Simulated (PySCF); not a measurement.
Computed Raman spectrum (relative Raman activity) of a molecule C2H10Si2. Geometry: B3LYP-D3(BJ)/def2-SVP. The values are those of a single conformer. Method: PySCF with B3LYP-D3(BJ)/def2-SVP. Frequencies are harmonic and unscaled.

```csv
ν (cm⁻¹),relative intensity
549,8.7
789,5.4
945,4.1
953,12
955,9.4
1021,2.5
1278,5.2
1433,4.2
2212,100
2215,79
3019,34
3061,25
```

### Question
Identify the compound among the candidates.
(A) [SiH3]CC[SiH3]
(B) C[SiH](C)[SiH3]
(C) CC([SiH3])[SiH3]
(D) C[SiH2]C[SiH3]

### Answer
A, [SiH3]CC[SiH3]
